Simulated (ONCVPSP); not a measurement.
# Potentials for technetium compared

Generated with ld1.x 7.5 (TM, RRKJ, ultrasoft, PAW), atompaw 4.2 or ONCVPSP 4.0.1. The cutoff is in Ry: for ld1.x and atompaw files where the sum of valence levels is converged to 10 mRy in a Bessel basis, for ONCV files where the hardest occupied wave has 1 mHa per electron of residual kinetic energy. The error is the largest all-electron minus pseudo excitation energy over each file’s own four to seven test configurations (ionisations up to +4, promotions, holes and added fractions of an electron), all of which were solved. The labels leave out finer settings (local radius, basis sizes, second energies), which also bear on the numbers. Spin-polarised tests are not counted. The rows are a selection from randomly drawn settings: files with unsolved tests, undetermined cutoffs or missed reference levels are left out.

A true bound ghost makes a file unfit for plane-wave use even where its test errors are small: the radial tests pick states by their node count and pass the ghost by.

```csv
potential,cutoff (Ry),largest error (meV),bound ghosts
"ONCV, PBE, scalar-relativistic, rc 1.85/1.20/1.20 (spd), local d, core correction no, reference 4s2 4p6 4d5 5s2, qcut 8/7.9/9.4, projectors 2/1/0",62,-4.9,none
"ONCV, PBE, scalar-relativistic, rc 2.85/2.00/1.60 (spd), local smoothed, core correction yes, reference 4p6 4d5 5s2, qcut 2.4/6.7/5.5, projectors 3/2/1",100,-38,none
"ONCV, LDA (Perdew-Zunger), scalar-relativistic, rc 2.50/2.85/2.05 (spd), local smoothed, core correction yes, reference 4d5 5s1.75 5p0.25, qcut 2/3.1/6.8, projectors 1/2/2",35,-71,s
"ONCV, PBEsol, scalar-relativistic, rc 1.90/1.30/1.65 (spd), local smoothed, core correction yes, reference 4s2 4p6 4d5 5s2, qcut 7.6/5.5/5.7, projectors 2/2/3",140,-8.8,none
"ONCV, LDA (Perdew-Zunger), scalar-relativistic, rc 3.00/3.00/1.80 (spd), local smoothed, core correction no, reference 4d5 5s1.75 5p0.25, qcut 1.8/3.1/9.4, projectors 2/2/2",48,-14,none
"ONCV, revPBE, scalar-relativistic, rc 2.35/3.80/1.70 (spd), local smoothed, core correction yes, reference 4d5 5s1.5 5p0.5, qcut 3.5/2.4/7.2, projectors 3/2/3",41,-120,s
"ONCV, PBEsol, scalar-relativistic, rc 1.85/1.70/2.35 (spd), local smoothed, core correction yes, reference 4s2 4p6 4d5 5s1, qcut 6/9.1/6.6, projectors 2/2/2",44,-86,none
```

(1) Fill in the row for Tc: ONCV, LDA (Perdew-Zunger), scalar-relativistic, rc 1.95/1.30/2.20 (spd), local smoothed, core correction no, reference 4s2 4p6 4d5 5s1.5, qcut 6.9/7.7/7.7, projectors 2/1/2.

(2) Fill in the row for Tc: ONCV, PBEsol, fully relativistic, rc 1.75/1.55/1.90 (spd), local smoothed, core correction yes, reference 4s2 4p6 4d5 5s1 5p1, qcut 9/8.4/10.1, projectors 3/2/2.

## Answers

(1) cutoff 54 Ry, largest error +45 meV, bound ghosts: none.

(2) cutoff 49 Ry, largest error -3.0 meV, bound ghosts: none.
